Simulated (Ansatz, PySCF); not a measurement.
CH₄F₂NOTa, SMILES C[N]=[Ta]([OH])([F])[F], multiplicity 1. Atoms are numbered in the order given.

```xyz
10

Ta    -0.0091    -0.2212     0.0000
N      0.0131     1.5384     0.0000
C     -0.0096     2.9554     0.0000
H     -0.5286     3.3494     0.8912
H      1.0126     3.3734     0.0000
H     -0.5286     3.3494    -0.8912
F     -0.8938    -0.7727     1.5821
F     -0.8938    -0.7727    -1.5821
O      1.7965    -0.8096     0.0000
H      2.6460    -0.3602     0.0000
```
Charge 0, spin multiplicity 1.

The structure is a stationary point at PBE0-D3(BJ)/def2-SVP. The multiplicity is an assumed one; other spin states were not compared. The def2 effective core potentials stand for the cores of Ta; spin–orbit coupling is left out. Other conformers were not sampled.

Two levels are set side by side: PBE-D3(BJ)/def2-SVP (Ansatz, a first-principles code) and PBE0-D3(BJ)/def2-SVP (Ansatz). Each level has its own optimised geometry; the coordinates shown are those of the second. Frequencies come from the Hessian of PySCF at each geometry. Differences are taken from unrounded values.

```
quantity                            PBE0-D3(BJ)
----------------------------------  -----------
mean bond length (Å)                      1.460
bond Ta1–N2 (Å)                           1.760
bond Ta1–F7 (Å)                           1.895
bond Ta1–F8 (Å)                           1.895
bond Ta1–O9 (Å)                           1.899
bond N2–C3 (Å)                            1.417
bond C3–H4 (Å)                            1.104
bond C3–H5 (Å)                            1.104
bond C3–H6 (Å)                            1.104
bond O9–H10 (Å)                           0.961
highest harmonic wavenumber (cm⁻¹)         3948
mean harmonic wavenumber (cm⁻¹)            1096
zero-point energy (kcal/mol)              37.61
```

**Question.** What does PBE-D3(BJ) give, and how far is it from PBE0-D3(BJ)? (Estimate from the structure and the level; the computed values follow.)

**Answer.** 
| quantity | PBE-D3(BJ) | PBE-D3(BJ) minus PBE0-D3(BJ) |
|---|---|---|
| mean bond length (Å) | 1.472 | 0.012 |
| bond Ta1–N2 (Å) | 1.778 | 0.019 |
| bond Ta1–F7 (Å) | 1.907 | 0.012 |
| bond Ta1–F8 (Å) | 1.907 | 0.012 |
| bond Ta1–O9 (Å) | 1.916 | 0.017 |
| bond N2–C3 (Å) | 1.423 | 0.006 |
| bond C3–H4 (Å) | 1.113 | 0.009 |
| bond C3–H5 (Å) | 1.114 | 0.009 |
| bond C3–H6 (Å) | 1.113 | 0.009 |
| bond O9–H10 (Å) | 0.972 | 0.011 |
| highest harmonic wavenumber (cm⁻¹) | 3779 | -169 |
| mean harmonic wavenumber (cm⁻¹) | 1056 | -40 |
| zero-point energy (kcal/mol) | 36.24 | -1.36 |

Exact exchange shortens and stiffens bonds; PBE has none. Differences between two approximate levels are no errors against the true value.
